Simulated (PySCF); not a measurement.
Geometry:
```tsv
atom	x (Å)	y (Å)	z (Å)
C1	1.976	-0.249	0.399
Si2	0.614	0.273	-0.783
O3	0.112	1.854	-0.480
Si4	-1.372	-0.887	-0.355
N5	-1.939	-0.044	1.057
H6	2.283	-1.288	0.192
H7	2.869	0.391	0.312
H8	1.612	-0.202	1.437
H9	1.128	0.150	-2.189
H10	0.782	2.541	-0.552
H11	-1.137	-2.327	-0.015
H12	-2.288	-0.893	-1.551
H13	-2.816	-0.301	1.497
H14	-1.834	0.966	1.025
```

Geometry: PBE0-D3(BJ)/def2-SVP; GIAO shifts from PySCF, gas phase, non-relativistic, averaged over equivalent atoms.

At PBE0/cc-pVDZ (123 basis functions, 13 s wall time on 1 thread of an Arm Neoverse V1, shared host):
```
   atoms  δ (ppm)
      C1      2.3
     Si2      2.9
     Si4    -48.5
      O3     13.0
      N5     -6.6
      H9     5.31
     H12     4.95
     H11     4.51
H6/H7/H8     0.40
 H13/H14    -0.11
     H10    -0.15
```

Shifts are taken against calculated references (same method and geometry level): $^{13}$C (196.75 ppm), $^{29}$Si (418.61 ppm), $^{1}$H (31.29 ppm) against TMS; H2O for $^{17}$O (343.34 ppm); $^{15}$N (273.12 ppm) against NH3.

Estimate the result of repeating the calculation with PBE0/IGLO-III.

Results:


| atoms | δ at PBE0/IGLO-III | change |
| --- | --- | --- |
| C1 | 1.9 | -0.4 |
| Si2 | 0.3 | -2.6 |
| Si4 | -56.5 | -8.0 |
| O3 | 21.5 | +8.5 |
| N5 | -4.3 | +2.3 |
| H9 | 5.60 | +0.29 |
| H12 | 5.19 | +0.24 |
| H11 | 4.75 | +0.24 |
| H6/H7/H8 | 0.47 | +0.07 |
| H13/H14 | 0.08 | +0.19 |
| H10 | 0.25 | +0.40 |

δ = σ(ref) − σ, references computed at the same level: TMS for $^{13}$C (σ = 183.78 ppm) and $^{29}$Si (σ = 345.34 ppm) and $^{1}$H (σ = 31.37 ppm); $^{17}$O (σ = 327.19 ppm) vs H2O; NH3 for $^{15}$N (σ = 260.55 ppm).

The largest change is at O3 (oxygen bonded to Si, H). Cost: 283 basis functions, 41 s wall time on 1 thread of an Arm Neoverse V1, shared host.

Experimental scales use liquid or dissolved standards, which lie at an offset from isolated NH3 (liquid NH3: subtract about 20 ppm) and H2O (liquid H2O: subtract about 36 ppm).
